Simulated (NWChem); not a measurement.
System: C₂H₂F, doublet; SMILES C=[C]F

Parts of the log:

```
             Northwest Computational Chemistry Package (NWChem) 7.3.0
             --------------------------------------------------------

                             Geometry "geometry" -> ""
                             -------------------------

 Output coordinates in angstroms (scale by  1.889725989 to convert to a.u.)

  No.       Tag          Charge          X              Y              Z
 ---- ---------------- ---------- -------------- -------------- --------------
    1 C                    6.0000     0.13107100     1.20656100     0.00000000
    2 C                    6.0000    -0.41963200     0.00924600     0.00000000
    3 F                    9.0000     0.12156200    -1.17072600     0.00000000
    4 H                    1.0000     1.22208200     1.32075500     0.00000000
    5 H                    1.0000    -0.49872600     2.09683900     0.00000000

 Effective nuclear repulsion energy (a.u.)      60.7852936032

                                 NWChem DFT Module
                                 -----------------

 Summary of "ao basis" -> "ao basis" (spherical)
 ------------------------------------------------------------------------------
       Tag                 Description            Shells   Functions and Types
 ---------------- ------------------------------  ------  ---------------------
 C                           6-31g*                  6       14   3s2p1d
 F                           6-31g*                  6       14   3s2p1d
 H                           6-31g*                  2        2   2s

 in cosmo_initialize ...
 calling solv_data for solv:dcm

 solvent parameters
 solvname_short: dcm
 solvname_long:  dichloromethane
 dielec:        8.9300
 dielecinf:     2.0283
 nonaqueous SMD model solvent descriptors
 dielec:        8.9300
 sola:          0.1000
 solb:          0.0500
 solc:          0.0000
 solg:         39.1500
 solh:          0.6670
 soln:          1.4242

          ---------------
          -cosmo- solvent
          ---------------
 Cosmo: York-Karplus, doi: 10.1021/jp992097l
 dielectric constant -eps-     =   8.93
 screen = (eps-1)/(eps    )    =   0.88802
 surface charge correction     = lagrangian

   van der Waals surface
 --------------------------

 ---------- ATOMIC COORDINATES (A.U.) ------------ VDWR(ANG.) --
     1    0.24768828    2.28006968    0.00000000     1.850
     2   -0.79298950    0.01747241    0.00000000     1.850
     3    0.22971887   -2.21235135    0.00000000     1.730
     4    2.30940012    2.49586505    0.00000000     1.200
     5   -0.94245548    3.96245115    0.00000000     1.200
 number of segments per atom =        128
 number of   points per atom =        128
 atom (   nspa,  nppa )
 ----------------------
    1 (     70,     0 )       0
    2 (     60,     0 )       0
    3 (     88,     0 )       0
    4 (     54,     0 )       0
    5 (     56,     0 )       0
 number of -cosmo- surface points =      328
 molecular surface =     73.851 angstrom**2
 molecular volume  =     53.659 angstrom**3
 -lineq- algorithm             =   0
 -bem- low  level              =   3
 -bem- from -octahedral-
 gaussian surface charge width =   4.50000
 degree of switching           =   1.00000
 switching function tolerance  =   0.00010
 atomic radii =
 --------------
    1  6.000  1.850
    2  6.000  1.850
    3  9.000  1.730
    4  1.000  1.200
    5  1.000  1.200
 ...... end of -cosmo- initialization ......

 nat:                     5
 ixmem:                  1509
 calling mnsol_interface()
 G(SMD-CDS) energy (kcal/mol)  =     1.173
 SMD-CDS SASA (angstrom**2)    =    91.230

            General Information
            -------------------
          SCF calculation type: DFT
          Wavefunction type:  spin polarized.
          No. of atoms     :     5
          No. of electrons :    23
           Alpha electrons :    12
            Beta electrons :    11
          Charge           :     0
          Spin multiplicity:     2
          Use of symmetry is: off; symmetry adaption is: off
          Maximum number of iterations: 150
          AO basis - number of functions:    46
                     number of shells:    22
          Convergence on energy requested:  1.00D-06
          Convergence on density requested:  1.00D-05
          Convergence on gradient requested:  5.00D-04

              XC Information
              --------------
                         PBE0 Method XC Functional
                     Hartree-Fock (Exact) Exchange  0.250
          PerdewBurkeErnzerhof Exchange Functional  0.750
            Perdew 1991 LDA Correlation Functional  1.000 local
           PerdewBurkeErnz. Correlation Functional  1.000 non-local

             Grid Information
             ----------------
          Grid used for XC integration:  medium
          Radial quadrature: Mura-Knowles
          Angular quadrature: Lebedev.
          Tag              B.-S. Rad. Rad. Pts. Rad. Cut. Ang. Pts.
          ---              ---------- --------- --------- ---------
          C                   0.70       49           7.0       434
          F                   0.50       49           9.0       434
          H                   0.35       45           7.0       434
          Grid pruning is: on
          Number of quadrature shells:   237
          Spatial weights used:  Erf1

      Superposition of Atomic Density Guess
      -------------------------------------

 Sum of atomic energies:        -175.68930540

      Non-variational initial energy
      ------------------------------

 Total energy =    -176.796138
 1-e energy   =    -361.458858
 2-e energy   =     123.877427
 HOMO         =      -0.148155
 LUMO         =       0.095368

[...]

                                COSMO-SMD solvation results
                                ---------------------------

             internal energy in gas <Psi(g)|H|Psi(g)> =      -176.941264249372
         internal energy in solvent <Psi(s)|H|Psi(s)> =      -176.941009128676
                               delta internal energy  =         0.000255120695 (    0.16 kcal/mol)
   total free energy in solvent <Psi(s)|H+V/2|Psi(s)> =      -176.943682000067
 polarization energy contribution <Psi(s)|V/2|Psi(s)> =        -0.002672871391 (   -1.68 kcal/mol)
    total free energy in solvent including G(SMD-CDS) =      -176.941812177595
                       G(SMD-CDS) energy contribution =         0.001869822472 (    1.17 kcal/mol)
     1 M fixed-concentration free energy of solvation =        -0.000547928223 (   -0.34 kcal/mol)

                    DFT Final Alpha Molecular Orbital Analysis
                    ------------------------------------------

 Vector   10  Occ=1.000000D+00  E=-4.325145D-01
              MO Center=  7.2D-02,  9.3D-01,  7.4D-11, r^2= 2.2D+00
   Bfn.  Coefficient  Atom+Function         Bfn.  Coefficient  Atom+Function
  ----- ------------  ---------------      ----- ------------  ---------------
     3      0.304213  1 C  px                 4     -0.278330  1 C  py
    45     -0.249404  5 H  s                 32     -0.231408  3 F  py
    31     -0.228283  3 F  px                46     -0.186514  5 H  s
    43      0.173669  4 H  s                 35     -0.156899  3 F  px
    36     -0.156235  3 F  py                 7      0.126873  1 C  px

 Vector   11  Occ=1.000000D+00  E=-2.813095D-01
              MO Center= -9.0D-02,  4.7D-01, -6.2D-10, r^2= 1.6D+00
   Bfn.  Coefficient  Atom+Function         Bfn.  Coefficient  Atom+Function
  ----- ------------  ---------------      ----- ------------  ---------------
    19      0.396288  2 C  pz                 5      0.393650  1 C  pz
     9      0.303863  1 C  pz                33     -0.273337  3 F  pz
    23      0.224752  2 C  pz                37     -0.218279  3 F  pz
    25      0.026544  2 C  d -1

 Vector   12  Occ=1.000000D+00  E=-2.723973D-01
              MO Center= -4.5D-01, -2.8D-03,  6.4D-10, r^2= 1.6D+00
   Bfn.  Coefficient  Atom+Function         Bfn.  Coefficient  Atom+Function
  ----- ------------  ---------------      ----- ------------  ---------------
    17      0.508930  2 C  px                20     -0.480246  2 C  s
    31     -0.316461  3 F  px                21      0.302587  2 C  px
    35     -0.256798  3 F  px                44     -0.187951  4 H  s
     3     -0.166917  1 C  px                 6      0.160829  1 C  s
    16     -0.135200  2 C  s                 43     -0.133045  4 H  s

 Vector   13  Occ=0.000000D+00  E= 2.944690D-02
              MO Center= -1.3D-01,  5.9D-01,  2.5D-10, r^2= 1.9D+00
   Bfn.  Coefficient  Atom+Function         Bfn.  Coefficient  Atom+Function
  ----- ------------  ---------------      ----- ------------  ---------------
     9      0.636640  1 C  pz                23     -0.589844  2 C  pz
    19     -0.489290  2 C  pz                 5      0.405798  1 C  pz
    37      0.194983  3 F  pz                33      0.192522  3 F  pz

 Vector   14  Occ=0.000000D+00  E= 1.373937D-01
              MO Center= -2.0D-01,  8.4D-01,  2.1D-10, r^2= 3.2D+00
   Bfn.  Coefficient  Atom+Function         Bfn.  Coefficient  Atom+Function
  ----- ------------  ---------------      ----- ------------  ---------------
    46      1.287173  5 H  s                  7      0.662202  1 C  px
    44     -0.648488  4 H  s                 20      0.606128  2 C  s
    34     -0.531131  3 F  s                 22     -0.464891  2 C  py
     8     -0.431326  1 C  py                 6     -0.360705  1 C  s
    36     -0.331947  3 F  py                32     -0.263820  3 F  py

 Vector   15  Occ=0.000000D+00  E= 1.556638D-01
              MO Center=  6.6D-01,  1.5D+00, -4.1D-11, r^2= 3.0D+00
   Bfn.  Coefficient  Atom+Function         Bfn.  Coefficient  Atom+Function
  ----- ------------  ---------------      ----- ------------  ---------------
     6      1.822552  1 C  s                 44     -1.618675  4 H  s
    46     -1.094905  5 H  s                  8      0.574020  1 C  py
     7      0.501602  1 C  px                20      0.210438  2 C  s
     4      0.193179  1 C  py                 2      0.177429  1 C  s
     3      0.168330  1 C  px                22     -0.145847  2 C  py

                     DFT Final Beta Molecular Orbital Analysis
                     -----------------------------------------

 Vector    9  Occ=1.000000D+00  E=-4.847507D-01
              MO Center=  2.2D-01,  4.6D-01, -1.1D-10, r^2= 2.0D+00
   Bfn.  Coefficient  Atom+Function         Bfn.  Coefficient  Atom+Function
  ----- ------------  ---------------      ----- ------------  ---------------
     3      0.305594  1 C  px                32      0.262695  3 F  py
    31      0.218201  3 F  px                43      0.204514  4 H  s
    18     -0.199425  2 C  py                 4      0.188574  1 C  py
    16     -0.168198  2 C  s                 36      0.167430  3 F  py
     7      0.166513  1 C  px                35      0.152331  3 F  px

 Vector   10  Occ=1.000000D+00  E=-4.247394D-01
              MO Center=  1.0D-01,  8.8D-01,  7.6D-11, r^2= 2.3D+00
   Bfn.  Coefficient  Atom+Function         Bfn.  Coefficient  Atom+Function
  ----- ------------  ---------------      ----- ------------  ---------------
     3      0.317154  1 C  px                 4     -0.259370  1 C  py
    31     -0.240931  3 F  px                45     -0.240610  5 H  s
    32     -0.231216  3 F  py                46     -0.181546  5 H  s
    43      0.179038  4 H  s                 35     -0.168620  3 F  px
    36     -0.158045  3 F  py                 7      0.137532  1 C  px

 Vector   11  Occ=1.000000D+00  E=-2.743591D-01
              MO Center= -3.6D-02,  6.4D-01, -1.9D-10, r^2= 1.6D+00
   Bfn.  Coefficient  Atom+Function         Bfn.  Coefficient  Atom+Function
  ----- ------------  ---------------      ----- ------------  ---------------
     5      0.442894  1 C  pz                 9      0.359980  1 C  pz
    19      0.335941  2 C  pz                33     -0.239995  3 F  pz
    37     -0.189165  3 F  pz                23      0.175548  2 C  pz
    25      0.028533  2 C  d -1

 Vector   12  Occ=0.000000D+00  E=-6.781213D-02
              MO Center= -5.8D-01,  1.8D-02,  4.0D-10, r^2= 1.5D+00
   Bfn.  Coefficient  Atom+Function         Bfn.  Coefficient  Atom+Function
  ----- ------------  ---------------      ----- ------------  ---------------
    20      0.578537  2 C  s                 17     -0.463287  2 C  px
    21     -0.353716  2 C  px                44      0.320901  4 H  s
    31      0.255911  3 F  px                35      0.229614  3 F  px
     6     -0.204984  1 C  s                  4      0.134894  1 C  py
    16      0.117248  2 C  s                 43      0.112641  4 H  s

 Vector   13  Occ=0.000000D+00  E= 5.159642D-02
              MO Center= -1.8D-01,  4.5D-01,  1.7D-10, r^2= 1.9D+00
   Bfn.  Coefficient  Atom+Function         Bfn.  Coefficient  Atom+Function
  ----- ------------  ---------------      ----- ------------  ---------------
    23     -0.632051  2 C  pz                 9      0.598716  1 C  pz
    19     -0.517855  2 C  pz                 5      0.367675  1 C  pz
    33      0.209576  3 F  pz                37      0.207915  3 F  pz
    11      0.029907  1 C  d -1

 Vector   14  Occ=0.000000D+00  E= 1.483161D-01
              MO Center= -4.0D-01,  1.5D+00,  2.1D-10, r^2= 3.1D+00
   Bfn.  Coefficient  Atom+Function         Bfn.  Coefficient  Atom+Function
  ----- ------------  ---------------      ----- ------------  ---------------
    46      1.712344  5 H  s                  6     -1.213502  1 C  s
     8     -0.649149  1 C  py                20      0.474614  2 C  s
     7      0.427189  1 C  px                34     -0.379305  3 F  s
    22     -0.278272  2 C  py                36     -0.251789  3 F  py
    32     -0.204995  3 F  py                 2     -0.192088  1 C  s

   alpha - beta orbital overlaps
   -----------------------------

   alpha      1      2      3      4      5      6      7      8      9     10
    beta      1      2      3      4      5      6      8      7      9     10
 overlap   1.000  1.000  1.000  1.000  0.996  0.987  0.851  0.999  0.852  0.997

   alpha     11     12     13     14     15     16     17     18     19     20
    beta     11     12     13     14     15     16     17     18     19     20
 overlap   0.994  0.978  0.993  0.885  0.885  0.997  0.997  0.939  0.988  0.789

   alpha     21     22     23     24     25     26     27     28     29     30
    beta     21     22     23     24     25     26     27     28     29     30
 overlap   0.819  0.988  0.980  0.997  0.995  0.997  0.998  0.998  1.000  0.998

   alpha     31     32     33     34     35     36     37     38     39     40
    beta     31     32     33     34     35     36     37     38     39     40
 overlap   0.982  0.977  0.995  0.996  0.999  0.998  0.994  0.999  0.996  0.998

   alpha     41     42     43     44     45     46
    beta     41     42     43     44     45     46
 overlap   0.998  0.999  1.000  0.998  0.998  0.999

     --------------------------
     Expectation value of S2:
     --------------------------
      <S2> =      0.7643 (Exact =     0.7500)

     Multipole analysis of the density
     ---------------------------------

[...]
```

Level: PBE0/6-31G* (spherical d), spin-unrestricted, SMD on the gas-phase geometry. In the optimisation the excess spin sits in a' (Cs, its own frame). Geometry: optimised at PBE0/def2-SVP, spin-unrestricted. No stability test was run on the SCF state. Solvent: dichloromethane.

Which NWChem input produces such a log?

One answer among several that fit: the input that was run:
```
start job
memory heap 200 mb stack 900 mb global 1100 mb
geometry units angstroms noautosym nocenter noautoz
  C      0.131071     1.206561     0.000000
  C     -0.419632     0.009246     0.000000
  F      0.121562    -1.170726     0.000000
  H      1.222082     1.320755     0.000000
  H     -0.498726     2.096839     0.000000
end
basis spherical
  C library 6-31g*
  F library 6-31g*
  H library 6-31g*
end
dft
  odft
  mult 2
  xc pbe0
  iterations 150
end
cosmo
  do_cosmo_smd true
  solvent dcm
end
task dft energy
```
